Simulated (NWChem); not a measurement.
System: Si₂H₅F; SMILES F[SiH2][SiH3]

The following NWChem deck was run.

```
start job
memory heap 200 mb stack 900 mb global 1100 mb
geometry units angstroms noautosym nocenter noautoz
  Si    -0.196719    -1.501382    -0.002778
  Si     0.506834     0.742590    -0.005944
  F     -0.816175     1.722533     0.013552
  H      1.022669    -2.386445    -0.022231
  H     -1.032997    -1.795408    -1.218088
  H     -0.999170    -1.802669     1.233379
  H      1.338771     1.050912     1.209421
  H      1.307376     1.057257    -1.240616
end
basis spherical
  * library 6-31g*
end
dft
  xc m05-2x
  iterations 150
end
cosmo
  do_cosmo_smd true
  solvent propanol
end
task dft energy
```

NWChem printed, in part:

```
             Northwest Computational Chemistry Package (NWChem) 7.3.0
             --------------------------------------------------------

                             Geometry "geometry" -> ""
                             -------------------------

 Output coordinates in angstroms (scale by  1.889725989 to convert to a.u.)

  No.       Tag          Charge          X              Y              Z
 ---- ---------------- ---------- -------------- -------------- --------------
    1 Si                  14.0000    -0.19671900    -1.50138200    -0.00277800
    2 Si                  14.0000     0.50683400     0.74259000    -0.00594400
    3 F                    9.0000    -0.81617500     1.72253300     0.01355200
    4 H                    1.0000     1.02266900    -2.38644500    -0.02223100
    5 H                    1.0000    -1.03299700    -1.79540800    -1.21808800
    6 H                    1.0000    -0.99917000    -1.80266900     1.23337900
    7 H                    1.0000     1.33877100     1.05091200     1.20942100
    8 H                    1.0000     1.30737600     1.05725700    -1.24061600

 Effective nuclear repulsion energy (a.u.)     150.1031701559

                                 NWChem DFT Module
                                 -----------------

 Summary of "ao basis" -> "ao basis" (spherical)
 ------------------------------------------------------------------------------
       Tag                 Description            Shells   Functions and Types
 ---------------- ------------------------------  ------  ---------------------
 Si                          6-31g*                  8       18   4s3p1d
 F                           6-31g*                  6       14   3s2p1d
 H                           6-31g*                  2        2   2s

 in cosmo_initialize ...
 calling solv_data for solv:propanol

 solvent parameters
 solvname_short: propanol
 solvname_long:  1-propanol
 dielec:       20.5240
 dielecinf:     1.9182
 nonaqueous SMD model solvent descriptors
 dielec:       20.5240
 sola:          0.3700
 solb:          0.4800
 solc:          0.0000
 solg:         33.5700
 solh:          0.0000
 soln:          1.3850

          ---------------
          -cosmo- solvent
          ---------------
 Cosmo: York-Karplus, doi: 10.1021/jp992097l
 dielectric constant -eps-     =  20.52
 screen = (eps-1)/(eps    )    =   0.95128
 surface charge correction     = lagrangian

   van der Waals surface
 --------------------------

 ---------- ATOMIC COORDINATES (A.U.) ------------ VDWR(ANG.) --
     1   -0.37174501   -2.83720058   -0.00524966     2.470
     2    0.95777738    1.40329162   -0.01123253     2.470
     3   -1.54234711    3.25511538    0.02560957     1.730
     4    1.93256419   -4.50972714   -0.04201050     1.200
     5   -1.95208128   -3.39282916   -2.30185255     1.200
     6   -1.88815752   -3.40655046    2.33074835     1.200
     7    2.52991035    1.98593572    2.28547429     1.200
     8    2.47058240    1.99792603   -2.34442430     1.200
 number of segments per atom =        128
 number of   points per atom =        128
 atom (   nspa,  nppa )
 ----------------------
    1 (     94,     0 )       0
    2 (     81,     0 )       0
    3 (     67,     0 )       0
    4 (     34,     0 )       0
    5 (     35,     0 )       0
    6 (     33,     0 )       0
    7 (     34,     0 )       0
    8 (     33,     0 )       0
 number of -cosmo- surface points =      411
 molecular surface =    125.994 angstrom**2
 molecular volume  =    110.893 angstrom**3
 -lineq- algorithm             =   0
 -bem- low  level              =   3
 -bem- from -octahedral-
 gaussian surface charge width =   4.50000
 degree of switching           =   1.00000
 switching function tolerance  =   0.00010
 atomic radii =
 --------------
    1 14.000  2.470
    2 14.000  2.470
    3  9.000  1.730
    4  1.000  1.200
    5  1.000  1.200
    6  1.000  1.200
    7  1.000  1.200
    8  1.000  1.200
 ...... end of -cosmo- initialization ......

 nat:                     8
 ixmem:                  3618
 calling mnsol_interface()
 G(SMD-CDS) energy (kcal/mol)  =     0.110
 SMD-CDS SASA (angstrom**2)    =   139.742

            General Information
            -------------------
          SCF calculation type: DFT
          Wavefunction type:  closed shell.
          No. of atoms     :     8
          No. of electrons :    42
           Alpha electrons :    21
            Beta electrons :    21
          Charge           :     0
          Spin multiplicity:     1
          Use of symmetry is: off; symmetry adaption is: off
          Maximum number of iterations: 150
          AO basis - number of functions:    60
                     number of shells:    32
          Convergence on energy requested:  1.00D-06
          Convergence on density requested:  1.00D-05
          Convergence on gradient requested:  5.00D-04

              XC Information
              --------------
                       M05-2X Method XC Functional
                     Hartree-Fock (Exact) Exchange  0.560
                M05-2X metaGGA Exchange Functional  0.440
                      M05-2X Correlation Potential  1.000

             Grid Information
             ----------------
          Grid used for XC integration:  medium
          Radial quadrature: Mura-Knowles
          Angular quadrature: Lebedev.
          Tag              B.-S. Rad. Rad. Pts. Rad. Cut. Ang. Pts.
          ---              ---------- --------- --------- ---------
          Si                  1.10       88          10.0       590
          F                   0.50       49          11.0       434
          H                   0.35       45          11.0       434
          Grid pruning is: on
          Number of quadrature shells:   450
          Spatial weights used:  Erf1

      Superposition of Atomic Density Guess
      -------------------------------------

 Sum of atomic energies:        -679.49810976

      Non-variational initial energy
      ------------------------------

 Total energy =    -680.074072
 1-e energy   =   -1241.656836
 2-e energy   =     411.479595
 HOMO         =      -0.316160
 LUMO         =       0.019827

   convergence    iter        energy       DeltaE   RMS-Dens  Diis-err
 ---------------- ----- ----------------- --------- --------- ---------
     COSMO gas phase
 d= 0,ls=0.0,diis     1   -681.7358739132 -8.32D+02  1.47D-02  4.44D-01
 d= 0,ls=0.0,diis     2   -681.7492903892 -1.34D-02  6.23D-03  5.25D-01
 d= 0,ls=0.0,diis     3   -681.7917393309 -4.24D-02  1.00D-03  5.12D-03
 d= 0,ls=0.0,diis     4   -681.7922808683 -5.42D-04  2.89D-04  2.11D-04
 d= 0,ls=0.0,diis     5   -681.7923227939 -4.19D-05  8.00D-05  1.01D-05
  Resetting Diis
 d= 0,ls=0.0,diis     6   -681.7923256578 -2.86D-06  1.13D-05  2.26D-07
 d= 0,ls=0.0,diis     7   -681.7923257119 -5.41D-08  2.50D-06  8.85D-09

   convergence    iter        energy       DeltaE   RMS-Dens  Diis-err
 ---------------- ----- ----------------- --------- --------- ---------
     COSMO solvation phase
 d= 0,ls=0.0,diis     1   -681.7945703038 -2.24D-03  8.58D-04  9.08D-04
 d= 0,ls=0.0,diis     2   -681.7947966375 -2.26D-04  2.10D-04  3.78D-04
 d= 0,ls=0.0,diis     3   -681.7948224974 -2.59D-05  8.87D-05  6.59D-05
 d= 0,ls=0.0,diis     4   -681.7948292248 -6.73D-06  1.97D-05  1.06D-06
 d= 0,ls=0.0,diis     5   -681.7948293907 -1.66D-07  4.26D-06  2.58D-08

         Total DFT energy =     -681.794829390731
      One electron energy =    -1243.976493089466
           Coulomb energy =      466.249178040645
    Exchange-Corr. energy =      -54.152101507996
 Nuclear repulsion energy =      150.103170155854

             COSMO energy =       -0.018582989769

 Numeric. integr. density =       42.000000071156

                                COSMO-SMD solvation results
                                ---------------------------

             internal energy in gas <Psi(g)|H|Psi(g)> =      -681.792325711912
         internal energy in solvent <Psi(s)|H|Psi(s)> =      -681.792024376976
                               delta internal energy  =         0.000301334936 (    0.19 kcal/mol)
   total free energy in solvent <Psi(s)|H+V/2|Psi(s)> =      -681.795004359525
 polarization energy contribution <Psi(s)|V/2|Psi(s)> =        -0.002979982550 (   -1.87 kcal/mol)
    total free energy in solvent including G(SMD-CDS) =      -681.794829390731
                       G(SMD-CDS) energy contribution =         0.000174968794 (    0.11 kcal/mol)
     1 M fixed-concentration free energy of solvation =        -0.002503678819 (   -1.57 kcal/mol)

                       DFT Final Molecular Orbital Analysis
                       ------------------------------------

 Vector   19  Occ=2.000000D+00  E=-4.094082D-01
              MO Center=  1.8D-01, -1.9D+00, -1.1D-02, r^2= 2.2D+00
   Bfn.  Coefficient  Atom+Function         Bfn.  Coefficient  Atom+Function
  ----- ------------  ---------------      ----- ------------  ---------------
     7      0.392005  1 Si px                52      0.308964  4 H  s
    51      0.273784  4 H  s                  3     -0.161962  1 Si px
    54     -0.150468  5 H  s                 56     -0.149743  6 H  s
    53     -0.134559  5 H  s                 55     -0.133895  6 H  s
     8     -0.121321  1 Si py                11      0.090486  1 Si px

 Vector   20  Occ=2.000000D+00  E=-3.942877D-01
              MO Center=  3.7D-01,  6.7D-02, -5.4D-03, r^2= 4.7D+00
   Bfn.  Coefficient  Atom+Function         Bfn.  Coefficient  Atom+Function
  ----- ------------  ---------------      ----- ------------  ---------------
    27      0.306795  2 Si pz                58      0.259503  7 H  s
    60     -0.259527  8 H  s                  9     -0.237021  1 Si pz
    57      0.193839  7 H  s                 59     -0.193851  8 H  s
    54      0.183999  5 H  s                 56     -0.184216  6 H  s
    41     -0.163743  3 F  pz                53      0.145742  5 H  s

 Vector   21  Occ=2.000000D+00  E=-3.464746D-01
              MO Center=  1.8D-01, -3.2D-01, -4.5D-03, r^2= 3.2D+00
   Bfn.  Coefficient  Atom+Function         Bfn.  Coefficient  Atom+Function
  ----- ------------  ---------------      ----- ------------  ---------------
     8      0.400810  1 Si py                26     -0.353048  2 Si py
    25     -0.195212  2 Si px                40      0.163619  3 F  py
     4     -0.155408  1 Si py                58     -0.152185  7 H  s
    60     -0.152171  8 H  s                 44      0.134809  3 F  py
    22      0.133776  2 Si py                12      0.127520  1 Si py

 Vector   22  Occ=0.000000D+00  E= 2.856892D-02
              MO Center=  2.7D-01,  1.6D-01, -4.3D-03, r^2= 4.6D+00
   Bfn.  Coefficient  Atom+Function         Bfn.  Coefficient  Atom+Function
  ----- ------------  ---------------      ----- ------------  ---------------
    30      0.647156  2 Si py                10      0.496579  1 Si s
    29     -0.492971  2 Si px                52      0.448104  4 H  s
    12      0.387604  1 Si py                42     -0.375184  3 F  s
    28     -0.350938  2 Si s                 11     -0.338816  1 Si px
    54     -0.285414  5 H  s                 56     -0.284296  6 H  s

 Vector   23  Occ=0.000000D+00  E= 6.685409D-02
              MO Center=  1.5D-01, -8.0D-01, -6.2D-03, r^2= 4.5D+00
   Bfn.  Coefficient  Atom+Function         Bfn.  Coefficient  Atom+Function
  ----- ------------  ---------------      ----- ------------  ---------------
    13      0.970566  1 Si pz                54      0.749694  5 H  s
    56     -0.750783  6 H  s                 58     -0.428261  7 H  s
    60      0.428179  8 H  s                 31      0.397862  2 Si pz
     9      0.261099  1 Si pz                27      0.195278  2 Si pz
    53      0.120136  5 H  s                 55     -0.120257  6 H  s

 Vector   24  Occ=0.000000D+00  E= 7.186606D-02
              MO Center=  2.3D-02, -1.1D+00, -4.3D-03, r^2= 6.4D+00
   Bfn.  Coefficient  Atom+Function         Bfn.  Coefficient  Atom+Function
  ----- ------------  ---------------      ----- ------------  ---------------
    12      1.444482  1 Si py                28     -1.363951  2 Si s
    10      1.042583  1 Si s                 30      0.957578  2 Si py
    29      0.560252  2 Si px                11      0.404781  1 Si px
    24     -0.389235  2 Si s                 26      0.268613  2 Si py
     8      0.187140  1 Si py                 6      0.172905  1 Si s

     Multipole analysis of the density
     ---------------------------------

     L   x y z        total         alpha         beta         nuclear
     -   - - -        -----         -----         ----         -------
     0   0 0 0     -0.000000    -21.000000    -21.000000     42.000000

     1   1 0 0      0.543123      1.563488      1.563488     -2.583853
     1   0 1 0     -0.421130     -1.158599     -1.158599      1.896068
     1   0 0 1     -0.007953      0.032188      0.032188     -0.072329

     2   2 0 0    -25.790690    -42.796218    -42.796218     59.801746
     2   1 1 0      1.257178     -0.720436     -0.720436      2.698051
     2   1 0 1      0.008215      0.242826      0.242826     -0.477437
     2   0 2 0    -27.872008   -157.444120   -157.444120    287.016232
     2   0 1 1     -0.021695     -0.337027     -0.337027      0.652359
     2   0 0 2    -25.307250    -23.383850    -23.383850     21.460451
```

Level: M05-2X/6-31G* (spherical d), SMD on the gas-phase geometry. All runs use the structure optimised with PBE-D3(BJ)/def2-SVP. Solvent: 1-propanol.
